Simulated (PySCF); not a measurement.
Computed shifts of a molecule C₇H₈, HF/pcSseg-1 (PySCF), GIAO, gas phase, equivalent atoms averaged, in ppm (number of nuclei): ¹³C: 159.6 (4), 75.1 (1), 47.6 (2). ¹H: 7.57 (4), 3.33 (2), 2.00 (2). References: ¹³C against TMS (σ = 192.6 ppm); ¹H against TMS (σ = 31.99 ppm), references at their B3LYP-D3(BJ)/def2-TZVP geometries, non-relativistic. Geometry optimised at ωB97X-D3(BJ)/def2-SVP. Other conformers were not sampled.

Question: Which structure fits?
A. C#C/C=C/C1CC1
B. C1=CC2C=CC1C2
C. C#CCC(C)=C=C
D. C=C=CC#CCC

Answer: B, C1=CC2C=CC1C2
